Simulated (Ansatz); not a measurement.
CH3F2GeN (`F[C@@H]1[NH][Ge@@H]1[F]`). Charge 0, multiplicity 1. Correlated methods include outer-core shells of Ge, which these sets cover unevenly. Scalar relativity is left out up to krypton.

Cartesian coordinates in Å:
```
F 1.1878 0.1392 -1.5340
C 0.2837 -0.5475 -0.7589
N -0.9058 0.1480 -0.4179
Ge 0.1095 0.0657 1.0762
F 1.0502 1.4681 1.4708
H 0.2126 -1.5626 -1.1505
H -1.4345 0.7130 -1.0657
H -0.5036 -0.4238 2.3799
```

(1) Give the diagnostics of a CCSD(T)/def2-TZVPP run (frozen core, Ansatz 0.2.0). (Best estimate.)

## Answers

(1) Ansatz gave: T1 = 0.0134, largest single amplitude 0.018, largest double 0.049, (T) share of the correlation energy 3.6 %, 10 CCSD cycles. The RHF solution is stable towards an unrestricted one. T1 lies under the customary mark of 0.02 for closed shells.
